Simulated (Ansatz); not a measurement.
Born–Oppenheimer molecular dynamics of CH6BF2N (11 atoms, charge 0, multiplicity 1). It starts at the highest image of a converged band. Of that band: Neighbouring images differ by up to 1.4 eV, so the band resolves the path poorly. A vibrational analysis at the climbing image gives one clearly imaginary mode, 732i cm⁻¹: a first-order saddle point.

All numbers below come from RKS B3LYP-D4/def2-SVP in Ansatz 0.2.0.

```
ensemble                      : NVE (velocity Verlet)
time step                     : 0.5 fs
steps asked                   : 137
starting velocities drawn for : 300 K
seed                          : 9662
```

First frame:

```xyz
11
Properties=species:S:1:pos:R:3
B 0.103 -0.487 0.000
F -0.677 0.609 1.245
H 1.199 -0.017 -0.158
F -0.775 -0.500 -1.012
N -0.082 -1.577 1.031
H -0.807 -2.244 0.764
C 1.075 -2.218 1.657
H 1.586 -2.920 0.977
H 1.801 -1.448 1.954
H 0.776 -2.768 2.562
H -0.606 -0.413 1.596
```

Problem. How far do the bonds stretch over the last three quarters of this one trajectory? (Pairs bonded in most of those frames.)

Solution. 
```
  bond  mean (Å)  spread (Å)  shortest  longest
 B1–H3     1.206       0.009      1.19     1.22
 B1–F4     1.341       0.027      1.30     1.39
 B1–N5     1.431       0.026      1.38     1.49
F2–H11     0.951       0.024      0.91     1.02
 N5–H6     1.019       0.006      1.01     1.03
 N5–C7     1.458       0.019      1.42     1.49
 C7–H8     1.107       0.040      1.05     1.17
 C7–H9     1.100       0.016      1.08     1.13
C7–H10     1.101       0.020      1.07     1.13
```

Mean temperature of the second half: 380 K. The conserved energy stayed within 0.19 meV per atom of its start (net change 0.097 meV per atom), so the integration is sound. A run of 0.069 ps of so small a system gives no equilibrium averages. The orbitals stay closed-shell, which can raise the energy where a bond breaks towards radicals; this wasn't checked here.

The run took 8.9 min on 2 threads of Intel(R) Xeon(R) Platinum 8259CL CPU @ 2.50GHz (Skylake/Cascade Lake) (shared host), peak memory 0.23 GiB.
